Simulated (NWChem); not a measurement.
# Basis-set convergence for silicon monosulfide (SSi)

```xyz
2

Si     0.0000     0.0000     1.0345
S      0.0000     0.0000    -0.9052
```
Charge 0, spin multiplicity 1.

The numbers come from NWChem runs, not from measurements. All single points use one geometry, from PBE0/def2-SVP, a minimum by its harmonic frequencies.

Quantity: dipole moment at the level PBE0.

The Pople sets run with spherical d functions.

Task: In cc-pVQZ the value is 1.78 D. Among STO-3G, def2-SVP, 6-311G**, pcseg-2, cc-pVTZ, def2-TZVP, def2-TZVPP, def2-TZVPD, aug-cc-pVTZ, which is the smallest basis within 0.05 D of it?

Result: cc-pVTZ, with 68 functions against 118 (also within reach: def2-TZVP, def2-TZVPP, def2-TZVPD, aug-cc-pVTZ). cc-pVQZ isn't the basis-set limit itself, and a small set can land close by cancellation.

| basis | functions | dipole moment (D) |
|---|---|---|
| STO-3G | 18 | 1.21 |
| def2-SVP | 36 | 1.56 |
| 6-311G** | 52 | 2.00 |
| pcseg-2 | 68 | 1.91 |
| cc-pVTZ | 68 | 1.76 |
| def2-TZVP | 74 | 1.77 |
| def2-TZVPP | 84 | 1.77 |
| def2-TZVPD | 89 | 1.77 |
| aug-cc-pVTZ | 100 | 1.78 |
| cc-pVQZ | 118 | 1.78 |
